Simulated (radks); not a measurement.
Dispersion coefficients C6 (hartree bohr^6) between ground-configuration atoms and ions, from the Casimir-Polder integral (3/pi) of alpha_A(iw) alpha_B(iw). Calculated with a radial shooting solver on a logarithmic mesh with Libxc functionals: scalar-relativistic Kohn-Sham, LDA (Slater exchange, VWN5 correlation), spin-polarised, spherical densities, finite nucleus; open shells are filled with parallel spins first (spin-orbit coupling, left out, can overturn this in heavy ions); Fermi nuclear charge, rms radius of each element as measured or else 0.836 A^(1/3) + 0.57 fm. Response by self-consistent Sternheimer equations with the Hartree and adiabatic LDA kernel, the relativistic mass of each level held fixed and spin-orbit coupling left out. For heavy and open-shell atoms this level of theory can miss by tens of per cent.

C6,Br,Er+,Ge+,I,Mn,C+,Ru
Br,179.6,,,,,,
Er+,265.2,456.4,,,,,
Ge+,136.1,206.0,103.7,,,,
I,257.6,388.0,196.0,370.5,,,
Mn,303.1,524.5,236.1,444.6,607.1,,
C+,51.24,74.83,38.74,73.34,85.36,14.63,
Ru,294.8,487.7,227.6,429.2,561.2,83.40,526.8

Static polarisabilities (bohr^3): Br ([Ar] 3d10 4s2 4p5) 22.22, Er+ ([Xe] 4f12 6s1) 58.28, Ge+ ([Ar] 3d10 4s2 4p1) 18.18, I ([Kr] 4d10 5s2 5p5) 34.10, Mn ([Ar] 3d5 4s2) 65.82, C+ ([He] 2s2 2p1) 6.099, Ru ([Kr] 4d7 5s1) 56.32. The combination rule 2 Ca Cb / ((alpha_b/alpha_a) Ca + (alpha_a/alpha_b) Cb) gives 419.4 for Ru-I, against 429.2 from the integral.
